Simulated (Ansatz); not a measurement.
Relaxation of a periodic cell of 17 atoms, LiW$_{16}$ (host W, host structure bcc, interstitial Li), to a largest force component of 0.03 eV/Å in at most 60 steps.

Theory: Ansatz, DFT PBE, scalar-relativistic, plane waves, PAW. Settings: cutoff 420 eV, k mesh 3x3x3, gaussian smearing 0.15 eV, no spin polarisation.

```xyz
17
Lattice="6.3200 0.0000 0.0000 0.0000 6.3200 0.0000 0.0000 0.0000 6.3200" Properties=species:S:1:pos:R:3
W 0.000 0.000 0.000
W 3.160 0.000 0.000
W 0.000 3.160 0.000
W 0.000 0.000 3.160
W 1.580 1.580 1.580
W 3.160 3.160 0.000
W 3.160 0.000 3.160
W 4.740 1.580 1.580
W 0.000 3.160 3.160
W 1.580 4.740 1.580
W 1.580 1.580 4.740
W 3.160 3.160 3.160
W 4.740 4.740 1.580
W 4.740 1.580 4.740
W 1.580 4.740 4.740
W 4.740 4.740 4.740
Li -0.815 3.134 1.618
```

Question: Where does it end, and by what steps?

Answer: The run converged. The force dipped under the threshold on the way, but the program's further checks kept it going. Limits of this set-up: coarse k mesh. After 6 steps the energy has fallen by 4.777 eV; Li17 moved furthest, 0.71 Å. The start is strongly strained (largest force component 9 eV/Å).

```csv
step,energy less start (eV),largest force component (eV/Å),accepted
0,0.0000,8.969,yes
1,-3.6173,3.013,yes
2,-4.2279,1.404,yes
3,-4.5005,1.191,yes
4,-4.7198,0.417,yes
5,-4.7767,0.028,yes
6,-4.7767,0.028,yes
```

```xyz
17
Lattice="6.3200 0.0000 0.0000 0.0000 6.3200 0.0000 0.0000 0.0000 6.3200" Properties=species:S:1:pos:R:3
W 0.112 -0.002 -0.066
W 3.136 -0.002 -0.067
W 0.072 3.158 -0.025
W 0.112 -0.002 3.230
W 1.624 1.586 1.582
W 3.180 3.159 -0.022
W 3.136 -0.002 3.232
W 4.782 1.221 1.582
W 0.072 3.158 3.190
W 1.624 4.731 1.582
W 1.625 1.590 4.742
W 3.180 3.159 3.187
W 4.782 5.095 1.582
W 4.784 1.586 4.743
W 1.626 4.727 4.743
W 4.785 4.731 4.742
Li -1.527 3.158 1.582
```

Run time: 97 s on 4 threads of Arm Neoverse V1, with other jobs on the host, peak memory 1.1 GiB.
